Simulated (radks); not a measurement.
Coulomb parameter of the 5d shell of the iridium ion Ir3+ in the model configuration [Xe] 4f14 5d5 6s1, as a second difference U = [E(n + 0.5) + E(n - 0.5) - 2 E(n)] / (0.5)^2 with all orbitals relaxed. "Bare": the charge of the atom changes with n. "Screened": the 6s shell takes up the change at fixed total charge, which measures U(5d,5d) + U(6s,6s) - 2 U(5d,6s). All-electron calculation, Dirac Kohn-Sham, PBE, spin-unpolarised, spherical densities, finite nucleus; open shells are shared between the two j in proportion to 2j + 1; Fermi nuclear charge, rms radius 5.4032 fm. Program: a radial shooting solver on a logarithmic mesh with Libxc functionals.

[
 {"case": "start", "configuration": "[Xe] 4f14 5d5 6s1", "E - E(n) (eV)": "0.000"},
 {"case": "bare +0.5", "configuration": "[Xe] 4f14 5d5.5 6s1", "E - E(n) (eV)": "-18.153"},
 {"case": "bare -0.5", "configuration": "[Xe] 4f14 5d4.5 6s1", "E - E(n) (eV)": "21.475"},
 {"case": "screened +0.5", "configuration": "[Xe] 4f14 5d5.5 6s0.5", "E - E(n) (eV)": "-3.196"},
 {"case": "screened -0.5", "configuration": "[Xe] 4f14 5d4.5 6s1.5", "E - E(n) (eV)": "3.510"}
]

U(bare) = 13.288 eV, U(screened by 6s) = 1.256 eV.
